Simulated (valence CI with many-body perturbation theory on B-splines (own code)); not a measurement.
**Level structure of Fe19+**

Level of theory: valence CI with perturbative core correlation (CI+MBPT): five valence electrons over a frozen Dirac-Fock core [He], radial functions for each j: 9 s, 9 p, 8 d, 6 f, 3 g, 1 h, with the one-electron correlation potential Σ1, the two-electron term Σ2, the three-electron term Σ3, Breit, model QED; selected CI, second order for the rest (own B-spline code, finite nucleus).

No measured levels were compared; by estimate levels of excited configurations hold to 0.05 to 0.15 % of their energy, terms of the ground configuration to about 0.5 %. Among the levels kept, up to 2800 cm⁻¹ of a level comes from second order outside the variational space, and about a tenth of that is noise between levels of different J, which matters for small intervals.

Levels 1 to 45 of 59, with energies above the lowest level, 2s2.2p3 4S°_3/2. "Leading %" is the weight of the configuration and term that name the level; weights of strongly mixed levels are sums over their largest components and can fall short. Lifetimes count E1, E2, E3, M1 and M2 decay at the calculated energies, and are blank where another channel may lead or the interval is too uncertain; long ones can be off by a factor of two.

| No. | Configuration | Term | J | E (eV) | Leading % | Second component | g | Lifetime |
| --- | --- | --- | --- | --- | --- | --- | --- | --- |
| 1 | 2s2.2p3 | 4S° | 3/2 | 0.00 | 88 | 10 % 2s2.2p3 2P° | 1.905 |  |
| 2 | 2s2.2p3 | 2D° | 3/2 | 17.22 | 74 | 18 % 2s2.2p3 2P° | 0.985 | 63.0 μs |
| 3 | 2s2.2p3 | 2D° | 5/2 | 21.87 | 100 |  | 1.196 | 590 μs |
| 4 | 2s2.2p3 | 2P° | 1/2 | 32.32 | 98 |  | 0.661 | 26.8 μs |
| 5 | 2s2.2p3 | 2P° | 3/2 | 40.13 | 71 | 23 % 2s2.2p3 2D° | 1.234 | 11.6 μs |
| 6 | 2s.2p4 | 4P | 5/2 | 93.35 | 97 |  | 1.586 | 78.9 ps |
| 7 | 2s.2p4 | 4P | 3/2 | 101.76 | 98 |  | 1.718 | 58.6 ps |
| 8 | 2s.2p4 | 4P | 1/2 | 104.48 | 95 | 5 % 2s.2p4 2S | 2.632 | 51.9 ps |
| 9 | 2s.2p4 | 2D | 3/2 | 129.33 | 93 | 5 % 2s.2p4 2P | 0.837 | 23.1 ps |
| 10 | 2s.2p4 | 2D | 5/2 | 131.28 | 97 |  | 1.208 | 28.7 ps |
| 11 | 2s.2p4 | 2S | 1/2 | 148.30 | 72 | 24 % 2s.2p4 2P | 1.696 | 12.5 ps |
| 12 | 2s.2p4 | 2P | 3/2 | 154.15 | 94 | 5 % 2s.2p4 2D | 1.302 | 7.77 ps |
| 13 | 2s.2p4 | 2P | 1/2 | 166.25 | 75 | 23 % 2s.2p4 2S | 0.999 | 8.40 ps |
| 14 | 2p5 | 2P° | 3/2 | 242.43 | 98 |  | 1.330 | 10.5 ps |
| 15 | 2p5 | 2P° | 1/2 | 255.78 | 98 |  | 0.661 | 9.53 ps |
| 16 | 2s2.2p2.3s | 4P | 1/2 | 887.39 | 76 | 13 % 2s2.2p2.3s 2P | 2.345 | 648 fs |
| 17 | 2s2.2p2.3s | 4P | 3/2 | 895.64 | 92 | 5 % 2s2.2p2.3s 2P | 1.707 | 766 fs |
| 18 | 2s2.2p2.3s | 2P | 1/2 | 899.35 | 81 | 16 % 2s2.2p2.3s 4P | 0.999 | 303 fs |
| 19 | 2s2.2p2.3s | 4P | 5/2 | 900.87 | 78 | 19 % 2s2.2p2.3s 2D | 1.518 | 714 fs |
| 20 | 2s2.2p2.3s | 2P | 3/2 | 904.71 | 65 | 31 % 2s2.2p2.3s 2D | 1.171 | 312 fs |
| 21 | 2s2.2p2.3p | 4D° | 1/2 | 912.35 | 51 | 18 % 2s2.2p2.3p 2S° | 0.749 | 51.2 ps |
| 22 | 2s2.2p2.3s | 2D | 5/2 | 917.61 | 78 | 19 % 2s2.2p2.3s 4P | 1.276 | 477 fs |
| 23 | 2s2.2p2.3p | 4D° | 3/2 | 917.82 | 60 | 22 % 2s2.2p2.3p 4P° | 1.323 | 33.1 ps |
| 24 | 2s2.2p2.3s | 2D | 3/2 | 918.86 | 67 | 28 % 2s2.2p2.3s 2P | 0.979 | 380 fs |
| 25 | 2s2.2p2.3p | 2S° | 1/2 | 920.14 | 43 | 35 % 2s2.2p2.3p 4D° | 1.401 | 62.0 ps |
| 26 | 2s2.2p2.3p | 4D° | 3/2 | 923.72 | 30 | 29 % 2s2.2p2.3p 2D° | 1.273 | 25.4 ps |
| 27 | 2s2.2p2.3p | 4D° | 5/2 | 925.02 | 84 | 11 % 2s2.2p2.3p 4P° | 1.382 | 70.5 ps |
| 28 | 2s2.2p2.3p | 4P° | 1/2 | 926.56 | 65 | 19 % 2s2.2p2.3p 2S° | 2.261 | 22.0 ps |
| 29 | 2s2.2p2.3p | 4P° | 5/2 | 927.35 | 44 | 41 % 2s2.2p2.3p 2D° | 1.360 | 25.9 ps |
| 30 | 2s2.2p2.3p | 2D° | 3/2 | 928.96 | 60 | 26 % 2s2.2p2.3p 4P° | 1.163 | 17.2 ps |
| 31 | 2s2.2p2.3p | 4D° | 7/2 | 930.21 | 80 | 17 % 2s2.2p2.3p 2F° | 1.376 | 93.7 ps |
| 32 | 2s2.2p2.3p | 4S° | 3/2 | 933.21 | 59 | 20 % 2s2.2p2.3p 2P° | 1.812 | 2.84 ps |
| 33 | 2s2.2p2.3s | 2S | 1/2 | 934.02 | 86 | 6 % 2s2.2p2.3s 4P | 1.987 | 465 fs |
| 34 | 2s2.2p2.3p | 2P° | 3/2 | 936.02 | 68 | 9 % 2s2.2p2.3p 4P° | 1.326 | 12.6 ps |
| 35 | 2s2.2p2.3p | 2D° | 5/2 | 936.68 | 33 | 31 % 2s2.2p2.3p 4P° | 1.240 | 23.1 ps |
| 36 | 2s2.2p2.3p | 2P° | 1/2 | 939.29 | 72 | 16 % 2s2.2p2.3p 2S° | 0.850 | 16.9 ps |
| 37 | 2s2.2p2.3p | 2F° | 5/2 | 945.83 | 50 | 37 % 2s2.2p2.3p 2D° | 1.084 | 26.6 ps |
| 38 | 2s2.2p2.3d | 4F | 3/2 | 947.05 | 62 | 12 % 2s2.2p2.3d 4D | 0.662 | 627 fs |
| 39 | 2s.2p3.3s | 6S° | 5/2 | 947.23 | 93 |  | 1.952 | 34.8 ps |
| 40 | 2s2.2p2.3p | 2F° | 7/2 | 947.67 | 81 | 17 % 2s2.2p2.3p 4D° | 1.191 | 33.9 ps |
| 41 | 2s2.2p2.3p | 2D° | 3/2 | 948.55 | 58 | 24 % 2s2.2p2.3p 2P° | 1.061 | 6.70 ps |
| 42 | 2s2.2p2.3d | 4F | 5/2 | 949.87 | 48 | 26 % 2s2.2p2.3d 4D | 1.161 | 281 fs |
| 43 | 2s2.2p2.3p | 2D° | 5/2 | 950.71 | 82 | 9 % 2s2.2p2.3p 2F° | 1.182 | 17.5 ps |
| 44 | 2s2.2p2.3p | 2P° | 1/2 | 951.77 | 94 |  | 0.719 | 6.48 ps |
| 45 | 2s2.2p2.3d | 2P | 3/2 | 956.18 | 45 | 29 % 2s2.2p2.3d 4F | 1.045 | 232 fs |

Names give the largest LS component (configuration and term), which can be under half, so a name can repeat, a term be missing and a line seem to break the LS rules; names also repeat where a configuration has a term twice.

The ionisation energy to 2s2.2p2 3P_0 of the next ion comes out as 1573.1 eV (NIST: 1575.6 ± 0.5 eV (measured)). All 59 levels together are meant to be complete up to 967.44 eV.
